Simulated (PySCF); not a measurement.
C5H6, SMILES `C=CC#CC`, neutral singlet in the gas phase. 

Cartesian coordinates (Å):
SMILES: C=CC#CC
```xyz
11

C     -2.4276    -0.4175     0.4682
C     -1.3989    -0.9060    -0.2282
C     -0.1238    -0.2916    -0.3297
C      0.9709     0.1999    -0.4391
C      2.2883     0.8006    -0.5628
H     -2.3488     0.5104     1.0191
H     -3.3738    -0.9403     0.5005
H     -1.5201    -1.8406    -0.7686
H      2.9785     0.3853     0.1758
H      2.7113     0.6188    -1.5535
H      2.2440     1.8809    -0.4081
```
Charge 0, spin multiplicity 1.

All levels are single points at this geometry (B3LYP-D3(BJ)/def2-TZVP); Pople sets use spherical d functions. Orbital energies aren't observables, and empty levels follow the basis.

| level | HOMO (eV) | LUMO (eV) | gap (eV) | dipole (D) | vertical IE, Delta-SCF (eV) |
|---|---|---|---|---|---|
| PBE-D3(BJ)/def2-TZVP in PySCF | -5.70 | -1.59 | 4.11 | 0.77 | 8.68 |
| TPSSh-D3(BJ)/def2-TZVP in PySCF | -6.11 | -1.06 | 5.05 | 0.68 | 8.63 |
| B3LYP/6-311+G** in PySCF | -6.54 | -0.93 | 5.62 | 0.71 | – |
| M06-2X/6-31G* in PySCF | -7.61 | 0.65 | 8.26 | 0.55 | – |
| PBE/6-31G* in PySCF | -5.34 | -1.15 | 4.19 | 0.71 | 8.46 |
| HF/6-31G* in PySCF | -8.76 | 3.64 | 12.41 | 0.40 | – |
